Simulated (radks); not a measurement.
The numbers below are computed, except where a source is named.
Neutral osmium inside a hard spherical wall (all orbitals vanish at R), configuration held at [Xe] 4f14 5d6 6s2 and not refilled when levels cross. Code: a radial shooting solver on a logarithmic mesh with Libxc functionals. Model: scalar-relativistic Kohn-Sham, PBE, spin-unpolarised, spherical densities, finite nucleus; Fermi nuclear charge, rms radius 5.4126 fm. Eigenvalues in eV, with the zero of energy where the potential of the charges vanishes at infinity; a dash marks a level that is unbound or too diffuse for the functional's potential to be trusted. A positive occupied level is held by the wall or, in an anion where self-interaction has pushed it up, behind a barrier. The pressure on the wall is -dE/dV.

\begin{tabular}{lrrrrrrrrr}
R (bohr) & E (hartree) & kinetic (hartree) & e(4f) & e(5p) & e(5d) & e(6s) & e(6p, empty) & e(7s, empty) & pressure (GPa) \\ \hline
free & -17250.7248 & 19112.198 & -51.987 & -50.845 & -6.258 & -6.144 & -1.270 & - & 0 \\
15 & -17250.7248 & 19112.198 & -51.987 & -50.845 & -6.258 & -6.143 & -1.266 & 0.279 & < 0.0001 \\
12 & -17250.7248 & 19112.198 & -51.986 & -50.843 & -6.257 & -6.142 & -1.238 & 0.745 & 0.000290 \\
7 & -17250.7153 & 19112.278 & -51.599 & -50.463 & -5.910 & -5.799 & -0.226 & 6.504 & 0.580 \\
6 & -17250.6904 & 19112.442 & -50.947 & -49.835 & -5.344 & -5.186 & 0.986 & 11.413 & 2.90 \\
4 & -17250.2111 & 19114.733 & -44.764 & -44.188 & -0.092 & 1.861 & 11.961 & 45.389 & 109 \\
3 & -17248.3042 & 19122.345 & -32.229 & -33.595 & 11.363 & 21.600 & 39.116 & 113.17 & 1060 \\
2.5 & -17244.7522 & 19135.816 & -17.460 & -21.379 & 26.385 & 51.726 & 77.362 & 197.59 & 4330 \\
2 & -17233.5595 & 19176.027 & 13.224 & 6.336 & 62.147 & 129.76 & 169.27 & 383.42 & 23200 \\
1.5 & -17188.7488 & 19322.987 & 87.607 & 92.300 & 170.14 & 369.11 & 433.20 & 875.36 & 185000 \\
\end{tabular}
